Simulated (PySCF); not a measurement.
## Calculated data, CH₅B₂Si, CH₃BFSi, CH₄B₂Cl, CH₅BClSi

All values are calculated (PySCF 2.14.0). Calculation on a computer-drawn molecule: the log of a Hartree-Fock and frozen-core CCSD(T) single point meant for a local Hartree-Fock minimum, with one planted fault or none, to be diagnosed. Offsets are logged minus clean, where the clean run is the same molecule without the fault. The reference is restricted for singlets and unrestricted otherwise, and also for a bond in bohr or an excited solution. Adding or removing an electron swaps singlet and doublet. The excited solution moves the top pair (singlet) or top alpha electron (doublet) to the lowest empty orbital. Highest occupied and lowest empty are orbital energies over both spins, largest force is the largest gradient component, triples share is (T) over the correlation energy, the T1 limit is 0.02 restricted and 0.045 unrestricted, electrons count all cores, a negative frequency is imaginary (commonest isotopes), and the dipole is about the centre of nuclear charge.

Common to all runs: meant charge 0; meant multiplicity 2; meant basis cc-pV(D+d)Z; logged SCF converged yes; logged CC converged yes; logged SCF stable within its kind yes; possible faults no fault, one electron removed, one electron added, multiplicity raised by two, geometry at a saddle point, SCF held on an excited solution, minimal basis STO-3G, one bond length entered in bohr, all coordinates scaled.

```yaml
- entry: 1
  formula: CH5B2Si
  logged_structure:
    atoms_angstrom:
      - [B, 0.2058, -1.1665, 1.5302]
      - [C, 0.2161, -1.6792, 0.2384]
      - [Si, -0.3995, -0.7873, -1.2386]
      - [B, -1.1578, 0.9858, -1.2585]
      - [H, 0.1905, -0.7195, 2.6168]
      - [H, 0.6169, -2.6801, 0.0868]
      - [H, -0.2402, -1.6141, -2.4524]
      - [H, -1.2631, 1.6139, -0.2384]
      - [H, -1.5278, 1.4679, -2.2926]
  given:
    logged_electrons: 35
    logged_basis_functions: 90
    logged_spin_squared: 0.7918
    "logged_highest_occupied [eV]": -7.1446
    "logged_lowest_empty [eV]": 1.0445
    "logged_largest_force [hartree/bohr]": 1.8856e-05
    "logged_lowest_frequency [cm^-1]": 96.071
    logged_T1_diagnostic: 0.020079
    logged_D1_diagnostic: 0.066635
    logged_triples_share: 0.035312
    "logged_dipole_magnitude [debye]": 2.7277
    "logged_energy_HF [hartree]": -378.97829
    "logged_energy_CCSD(T) [hartree]": -379.42175
    drawn_bonds_atom: [1, 2, 3, 1, 2, 3, 4, 4]
    drawn_bonds_other_atom: [2, 3, 4, 5, 6, 7, 8, 9]
    drawn_bonds_order: [1, 2, 1, 1, 1, 1, 1, 1]
  results:
    planted_fault: "no fault"
    "HF_energy_offset_from_clean_run [kcal/mol]": 0.0
    "CCSD(T)_energy_offset_from_clean_run [kcal/mol]": 0.0
- entry: 2
  formula: CH3BFSi
  logged_structure:
    atoms_angstrom:
      - [B, -1.323, -1.2508, -1.35]
      - [C, -0.0298, -0.9326, -0.9715]
      - [Si, 1.0442, -0.1082, -2.2092]
      - [F, 0.1112, 0.1602, -3.5216]
      - [H, -2.4102, -1.5023, -1.717]
      - [H, 0.3861, -1.184, -0.0009]
      - [H, 1.5668, 1.2096, -1.7724]
  given:
    logged_electrons: 36
    logged_basis_functions: 80
    logged_spin_squared: 0.0
    "logged_highest_occupied [eV]": -15.756
    "logged_lowest_empty [eV]": -6.5878
    "logged_largest_force [hartree/bohr]": 0.092111
    logged_T1_diagnostic: 0.018814
    logged_D1_diagnostic: 0.061863
    logged_triples_share: 0.031937
    "logged_dipole_magnitude [debye]": 3.2535
    "logged_energy_HF [hartree]": -452.37072
    "logged_energy_CCSD(T) [hartree]": -452.88827
    drawn_bonds_atom: [1, 2, 3, 1, 2, 3]
    drawn_bonds_other_atom: [2, 3, 4, 5, 6, 7]
    drawn_bonds_order: [1, 2, 1, 1, 1, 1]
  results:
    planted_fault: "one electron removed"
    "HF_energy_offset_from_clean_run [kcal/mol]": 175.0
    "CCSD(T)_energy_offset_from_clean_run [kcal/mol]": 175.3
- entry: 3
  formula: CH4B2Cl
  logged_structure:
    atoms_angstrom:
      - [B, -0.48, -1.4754, 0.6571]
      - [C, 0.0764, -0.0204, 0.4807]
      - [B, 0.6134, 0.231, -0.9656]
      - [Cl, -0.2456, 1.3038, -2.0845]
      - [H, -1.4458, -1.8248, 1.2721]
      - [H, -0.6155, 0.7439, 0.8423]
      - [H, 0.9608, -0.0444, 1.1423]
      - [H, 1.598, -0.2935, -1.3881]
  given:
    logged_electrons: 36
    logged_basis_functions: 85
    logged_spin_squared: 0.0
    "logged_highest_occupied [eV]": -16.23
    "logged_lowest_empty [eV]": -6.755
    "logged_largest_force [hartree/bohr]": 0.089338
    logged_T1_diagnostic: 0.018208
    logged_D1_diagnostic: 0.052174
    logged_triples_share: 0.030748
    "logged_dipole_magnitude [debye]": 10.514
    "logged_energy_HF [hartree]": -548.75493
    "logged_energy_CCSD(T) [hartree]": -549.2318
    drawn_bonds_atom: [1, 2, 3, 1, 2, 2, 3]
    drawn_bonds_other_atom: [2, 3, 4, 5, 6, 7, 8]
    drawn_bonds_order: [1, 1, 1, 1, 1, 1, 1]
  results:
    planted_fault: "one electron removed"
    "HF_energy_offset_from_clean_run [kcal/mol]": 184.0
    "CCSD(T)_energy_offset_from_clean_run [kcal/mol]": 186.6
- entry: 4
  formula: CH5BClSi
  logged_structure:
    atoms_angstrom:
      - [B, -2.481, -1.1406, 0.6796]
      - [C, -1.9561, -0.7162, -0.7231]
      - [Si, -0.274, 0.1175, -0.6695]
      - [Cl, 1.1367, -1.1456, 0.1875]
      - [H, -2.3832, -2.2118, 1.2035]
      - [H, -2.6027, 0.043, -1.1821]
      - [H, -1.8663, -1.5649, -1.412]
      - [H, 0.1841, 0.4157, -2.0371]
      - [H, -0.3039, 1.3493, 0.1369]
  given:
    logged_electrons: 47
    logged_basis_functions: 99
    logged_spin_squared: 0.7533
    "logged_highest_occupied [eV]": -9.0875
    "logged_lowest_empty [eV]": 1.866
    "logged_largest_force [hartree/bohr]": 1.2969e-05
    "logged_lowest_frequency [cm^-1]": 75.901
    logged_T1_diagnostic: 0.010776
    logged_D1_diagnostic: 0.030105
    logged_triples_share: 0.026163
    "logged_dipole_magnitude [debye]": 2.1783
    "logged_energy_HF [hartree]": -813.89867
    "logged_energy_CCSD(T) [hartree]": -814.40461
    drawn_bonds_atom: [1, 2, 3, 1, 2, 2, 3, 3]
    drawn_bonds_other_atom: [2, 3, 4, 5, 6, 7, 8, 9]
    drawn_bonds_order: [1, 1, 1, 1, 1, 1, 1, 1]
  results:
    planted_fault: null
```

**Q.** CH₅BClSi (entry 4): planted fault?
**A.** no fault

Further results for CH₅BClSi (entry 4):

| Property | Result |
| --- | --- |
| HF energy offset from clean run | 0 kcal/mol |
| CCSD(T) energy offset from clean run | 0 kcal/mol |
